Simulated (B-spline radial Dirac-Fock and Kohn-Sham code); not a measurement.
How the binding energies of La³⁺ add up

System: the La³⁺ ion in the configuration 1s2 2s2 2p6 3s2 3p6 3d10 4s2 4p6 4d10 5s2 5p6; nuclear rms radius 4.855 fm (A = 139).

Calculated with a radial atomic solver, using ΔSCF Dirac-Fock with Breit, self-energy and vacuum polarisation, finite nucleus, configuration average. Correlation and solid-state effects are left out. Energies are counted from the vacuum level.

All terms are in eV, carry their sign (relaxation lowers the binding energy) and add up to the binding energy; ⟨r⟩ is the mean radius of the orbital in the initial state.

```
  subshell  −ε (Koopmans)  relaxation   Breit  self-energy  vacuum polarisation  binding energy  ⟨r⟩ (bohr)
    K (1s)        39177.5      -68.64  -97.45       -58.54                 8.61         38961.5       0.025
   L1 (2s)         6362.7      -36.20   -9.59        -7.49                 1.02          6310.4       0.107
L2 (2p1/2)         5985.9      -40.05  -16.08         0.41                -0.01          5930.1       0.090
L3 (2p3/2)         5571.3      -38.41  -10.44        -0.28                -0.05          5522.2       0.096
   M1 (3s)         1425.1      -15.37   -1.44        -1.57                 0.21          1406.9       0.284
M2 (3p1/2)         1265.4      -16.00   -2.58         0.09                -0.01          1246.9       0.274
M3 (3p3/2)         1182.6      -15.34   -1.48        -0.04                -0.01          1165.7       0.286
M4 (3d3/2)          906.3      -17.19   -0.87         0.15                -0.01           888.4       0.257
M5 (3d5/2)          888.8      -16.92   -0.43         0.10                -0.01           871.6       0.261
   N1 (4s)          325.8       -5.17   -0.22        -0.34                 0.05           320.1       0.654
N2 (4p1/2)          264.6       -5.00   -0.44         0.03                 0.00           259.2       0.675
N3 (4p3/2)          246.8       -4.73   -0.20         0.00                 0.00           241.9       0.700
N4 (4d3/2)          144.4       -4.37   -0.04         0.04                 0.00           140.0       0.762
N5 (4d5/2)          141.2       -4.27    0.04         0.03                 0.00           137.0       0.772
   O1 (5s)          71.72       -0.70   -0.03        -0.06                 0.01           70.94       1.560
O2 (5p1/2)          52.41       -0.64   -0.06         0.01                 0.00           51.72       1.721
O3 (5p3/2)          49.58       -0.57   -0.02         0.00                 0.00           49.00       1.786
```

For the deepest level, K (1s), the Breit terms make up -0.250 % of the binding energy, QED -0.128 % and orbital relaxation -0.176 %.

Spin-orbit splittings: 2p 408.0 eV, 3p 81.13 eV, 3d 16.79 eV, 4p 17.27 eV, 4d 2.95 eV, 5p 2.73 eV.

Going to the tabulated ground configuration of the next ion removes an electron from O3 (5p3/2), computed at 49.00 eV. NIST lists 49.95 ± 0.06 eV as the ionisation energy of this species (semi-empirical), +0.95 eV from the computed value.
